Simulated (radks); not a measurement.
Initial-state core-level shifts of the silver ion Ag+ when its valence configuration changes from [Kr] 4d10. Calculated with a radial shooting solver on a logarithmic mesh with Libxc functionals: scalar-relativistic Kohn-Sham, LDA (Slater exchange, Perdew-Wang correlation), spin-polarised, spherical densities, finite nucleus; open shells are filled with parallel spins first (spin-orbit coupling, left out, can overturn this in heavy ions); Fermi nuclear charge, rms radius 4.5454 fm. Shifts are changes of the shell-averaged eigenvalues in eV (positive: less bound); the change of the density at the nucleus, which sets a Mossbauer isomer shift, is in e/bohr^3, on a base of 1.487e+05.

4d9.5 5s0.5: 2s -2.384; 2p -2.375; 3s -2.344; 3d -2.355; density at nucleus +13.38
4d8 5s2: 2s -10.305; 2p -10.267; 3s -10.063; 3d -10.123; density at nucleus +63.22
4d7.5 5s0.5 5p2: 2s -15.713; 2p -15.657; 3s -15.414; 3d -15.488; density at nucleus +25.12
4d9 5s1: 2s -4.865; 2p -4.847; 3s -4.772; 3d -4.798; density at nucleus +28.49
4d8.5 5s1 5p0.5: 2s -8.186; 2p -8.158; 3s -8.038; 3d -8.077; density at nucleus +32.22
4d8 5p2: 2s -12.948; 2p -12.905; 3s -12.750; 3d -12.802; density at nucleus +6.65
4d8 5s1 5p1: 2s -11.578; 2p -11.537; 3s -11.358; 3d -11.414; density at nucleus +36.37
4d9 5p1: 2s -6.341; 2p -6.322; 3s -6.272; 3d -6.293; density at nucleus +2.78
4d8.5 5s0.5 5p1: 2s -8.905; 2p -8.875; 3s -8.768; 3d -8.805; density at nucleus +18.59
